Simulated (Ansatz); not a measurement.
One change: `B[SiH](F)I` becomes `B[SiH2]F`.

Ansatz, PBE0-D4/def2-TZVP geometries, multiplicity 1. 

Elements past krypton have def2 core potentials.

| property | `B[SiH](F)I` |
| --- | --- |
| HOMO–LUMO gap (PBE/def2-TZVPP) / eV | 4.39 |
| LUMO energy (ωB97M-V/def2-TZVPP) / eV | 0.16 |
| HOMO energy (PBE/def2-TZVPP) / eV | -6.87 |
| LUMO energy (PBE/def2-TZVPP) / eV | -2.49 |
| HOMO energy (ωB97M-V/def2-TZVPP) / eV | -10.04 |
| HOMO energy (PBE0/def2-TZVPP) / eV | -7.99 |

Question: What does the change do to each property? (Estimate.)

Answer: Ansatz gave: 
| property | `B[SiH2]F` | shift |
| --- | --- | --- |
| HOMO–LUMO gap (PBE/def2-TZVPP) / eV | 3.51 | -0.88 |
| LUMO energy (ωB97M-V/def2-TZVPP) / eV | -0.71 | -0.87 |
| HOMO energy (PBE/def2-TZVPP) / eV | -7.22 | -0.35 |
| LUMO energy (PBE/def2-TZVPP) / eV | -3.71 | -1.22 |
| HOMO energy (ωB97M-V/def2-TZVPP) / eV | -10.71 | -0.67 |
| HOMO energy (PBE0/def2-TZVPP) / eV | -8.52 | -0.53 |

With PBE0 the HOMO falls by 0.53 eV and the LUMO falls by 1.06 eV, so the gap narrows by about 0.53 eV. PBE moves the HOMO by -0.35 eV and ωB97M-V by -0.67 eV.

Spin–orbit coupling is left out; it splits and shifts lone-pair levels of the heavy atoms by tenths of an eV.
